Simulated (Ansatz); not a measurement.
Ansatz (an electronic-structure program) input (PBE0/6-31G* with LANL2DZ past Ar): The .json file joins the Basis Set Exchange's 6-31G* for atoms up to Ar and LANL2DZ past it.

Ansatz 0.2 input:
```yaml
crystal:
  periodic: [false, false, false]
  atoms:
    - {symbol: Sn, position_ang: [-0.00349532, -0.01260940, 0.62871775]}
    - {symbol: Cl, position_ang: [1.19244980, 1.38873918, -0.89050383]}
    - {symbol: Cl, position_ang: [-1.18216943, -1.35165270, -0.95866602]}
basis:
  gaussian:
    orbitals: 6-31Gs+LANL2DZ.json
hamiltonian:
  xc: {name: PBE0}
output: {forces: true}
```

Predict the final energy.

-923.53147 Eh.
